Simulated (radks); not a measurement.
Values are calculated unless marked as measured or tabulated.
Task: Radial electron density D(r) = 4 pi r^2 rho(r) of an atom or ion with 47 electrons. Level of theory: scalar-relativistic Kohn-Sham, PBE, spin-unpolarised, spherical densities, point nucleus (a radial shooting solver on a logarithmic mesh with Libxc functionals).

r (bohr)  D(r) (e/bohr)
0.002272          17.64
0.002911          24.93
0.003731          34.40
0.004781          46.02
0.006127          59.20
0.007851          72.49
0.01006           83.52
0.01289           89.54
0.01652           88.95
0.02117           83.55
0.02713           79.66
0.03477           85.26
0.04455           101.9
0.05709           118.2
0.07316           117.5
0.09375           100.7
0.1201            92.29
0.154             103.3
0.1973            103.0
0.2528            70.62
0.324             43.47
0.4151            46.91
0.532             46.67
0.6817            25.70
0.8736            7.120
1.119            0.9218
1.435           0.04883
1.838         0.0009066

What is the nuclear charge?

Result: Z = 67. The innermost maximum, from 1s, lies near gamma/Z bohr with gamma = sqrt(1 - (Z/c)^2) = 0.872, here 0.013 bohr (found: 0.0143), and its height grows with Z. The density is that of the holmium ion Ho20+ in [Kr] 4d10 4f1; the configuration itself is not fixed sharply by these data, and Z only to a few units. D(r) has 4 maxima, at r = 0.0143, 0.0644, 0.175, 0.472 bohr, and minima at 0.0273, 0.116, 0.348 bohr, inside which lie 1.93, 11.16, 29.13 electrons.
